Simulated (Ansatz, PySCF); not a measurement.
As (SMILES [As-]), charge -1, triplet. Base run: HF/def2-TZVP run with PySCF.

Geometry (Å):
```xyz
1

As     0.0000     0.0000     0.0000
```
Charge -1, spin multiplicity 3.
Orbitals are unrestricted.
All else is at PySCF's defaults.

The same geometry, method and basis name were run in Ansatz (a first-principles code) and PySCF, at each program's defaults and at the settings that a row names. The base is PySCF at its defaults. Differences at the defaults can come from grids, fitting, cores and function types together.

```
code and settings                                             ΔE vs base (mEh)  basis functions       E (Eh)  SCF cycles
------------------------------------------------------------  ----------------  ---------------  -----------  ----------
PySCF, defaults (exact integrals, spherical functions)                   0.000               48  -2234.16729           9
Ansatz, defaults (factorised integrals, spherical functions)             0.000               48  -2234.16729           -
PySCF, density fitting with def2-universal-jkfit                        -0.168               48  -2234.16745           9
Ansatz, high accuracy                                                    0.000               48  -2234.16729           -
```

Open shells are given as the SCF converged; they aren't shown to be the lowest states, and a large step between rows can be another state.
